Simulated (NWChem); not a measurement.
Molecule: NbNH$_{2}$OF$_{2}$; SMILES [NH2][Nb](=[O])([F])[F]

```xyz
7

Nb     0.0490     0.0304     0.0000
O      1.6984    -0.4215     0.0000
F     -0.3802     1.0168     1.5535
F     -0.3802     1.0168    -1.5535
N     -0.9069    -1.6844     0.0000
H     -0.4741    -2.6141     0.0000
H     -1.9307    -1.7726     0.0000
```
Atoms are numbered in this order, from 1.

Program: NWChem. All runs use the structure optimised with PBE-D3(BJ)/def2-SVP. def2 effective core potentials on Nb; no spin-orbit coupling. Vertical excitations in the gas phase; the lowest state need not have the same character in each row.

### Question
Order these by “lowest excitation, singlet (eV)”, lowest first: PBE/def2-SVP, full TDDFT; BHandHLYP/def2-SVP, full TDDFT; B3LYP/def2-SVP, full TDDFT.

### Answer
PBE/def2-SVP, full TDDFT (4.71), B3LYP/def2-SVP, full TDDFT (5.07), BHandHLYP/def2-SVP, full TDDFT (5.70)
